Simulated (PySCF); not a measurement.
C2H8BN3, SMILES C1NB(NC1)N.

Coordinates come from a B3LYP-D3(BJ)/def2-SVP optimisation. This is a generated structure with no PubChem entry under its InChIKey; it may be hypothetical. Other conformers were not sampled.

The numbers are results of CAM-B3LYP/def2-TZVP (PySCF), not measurements.

Symmetry labels are those of the subgroup C2 that the program uses (full group C2).

Computed valence orbital energies around the gap with their symmetry:
```tsv
orbital	symmetry	energy (eV)
HOMO−7	B	-13.06
HOMO−6	A	-12.56
HOMO−5	A	-11.84
HOMO−4	B	-11.83
HOMO−3	A	-11.16
HOMO−2	B	-10.18
HOMO−1	B	-7.98
HOMO	A	-7.42
LUMO	A	1.67
LUMO+1	A	2.39
LUMO+2	B	2.60
LUMO+3	B	3.22
```
